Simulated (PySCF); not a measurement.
**[Gd(NH3)3]3+ relaxed at several levels**

Computed with PySCF 2.14.0, def2-SVP on the ligands, density fitting, scalar-relativistic core potentials, no spin-orbit coupling, vacuum. Each row is relaxed at its own level from the same template. Distances are means of the shortest metal–ligand contacts, charges and spins Mulliken's; removal energies are rigid, with the ligand's formal charge and no counterpoise, so too large; for an anion taken off a cation in vacuum most of it is the attraction of opposite charges, and multiply charged cations can part far more cheaply with an electron moved from ligand to metal. lcecp potentials hold a fixed number of 4f electrons in the core, out of states, spins and gaps.

```tsv
level	basis on the metal	point group	M–NH3 (Å)	charge on M (e)	removal of one NH3 (eV)	strongest infrared band, degenerate modes summed (cm⁻¹)	unstable modes (below −25 cm⁻¹)
B3LYP	lcecp-1-SVP with ECP53	C3	2.444	1.81	3.97	–	3 (soft)
PBE0	lcecp-1-SVP with ECP53	C3	2.425	1.85	4.00	–	3 (soft)
```

What does the calculation give for PBE, lcecp-1-SVP with ECP53?

point group: C3, M–NH3 (Å): 2.434, charge on M (e): 1.71, removal of one NH3 (eV): 4.06, strongest infrared band, degenerate modes summed (cm⁻¹): 3233, unstable modes (below −25 cm⁻¹): 0.
```xyz
13

Gd    0.0000    0.0000   -0.7773
N     2.3013   -0.0007    0.0141
H     2.5218   -0.6428    0.8103
H     3.0103   -0.2788   -0.7052
H     2.6693    0.9184    0.3514
N    -1.1500    1.9934    0.0141
H    -0.7042    2.5053    0.8103
H    -1.2637    2.7464   -0.7052
H    -2.1301    1.8525    0.3514
N    -1.1513   -1.9927    0.0141
H    -1.8175   -1.8625    0.8103
H    -1.7467   -2.4676   -0.7052
H    -0.5393   -2.7709    0.3514
```

Members with unstable modes aren't minima as they stand: saddle points kept by symmetry or, where the modes are soft, flat surfaces and noise. Moved off a saddle point of the template and relaxed again: B3LYP, PBE, PBE0. One start shape was tried for each, so a minimum needn't be the lowest isomer.
